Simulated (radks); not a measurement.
Br25+, 10 electrons, occupied as [He] 2s1.5 2p6 3p0.5 (fractional occupations, a model configuration).

All-electron calculation, scalar-relativistic Kohn-Sham, XLYP, spin-unpolarised, spherical densities, point nucleus. Program: a radial shooting solver on a logarithmic mesh with Libxc functionals.

Energy parts (eV):
part                       energy
total                  -58695.705
kinetic                 60163.920
electron-nucleus      -126168.105
Hartree                  8832.098
exchange-correlation    -1523.618

Orbitals (lengths in bohr, moments of r in powers of bohr; r(max) is where P^2 peaks; r(90%) holds 90 % of the orbital's charge):
orbital,occ.,eigenvalue (eV),r(max),r(90%)
1s,2,-14574.74,0.02790,0.0763
2s,1.5,-2897.929,0.1574,0.285
2p,6,-2709.439,0.1256,0.261
3s,0,-1153.589,0.4274,0.654
3p,0.5,-1094.915,0.4107,0.646
3d,0,-1021.296,0.3286,0.588
4p,0,-599.0966,0.8493,1.18
4f,0,-553.2894,0.6240,1.02

The highest occupied level is 3p at -1094.9 eV. The configuration is held as typed, so some empty levels lie below it. The density falls to 0.001 e/bohr^3 at r = 1.00 bohr. Summed over all electrons, <r^2> = 0.3644 bohr^2, which gives a Langevin (diamagnetic) susceptibility term of -0.289 x 10^-6 cm^3/mol.
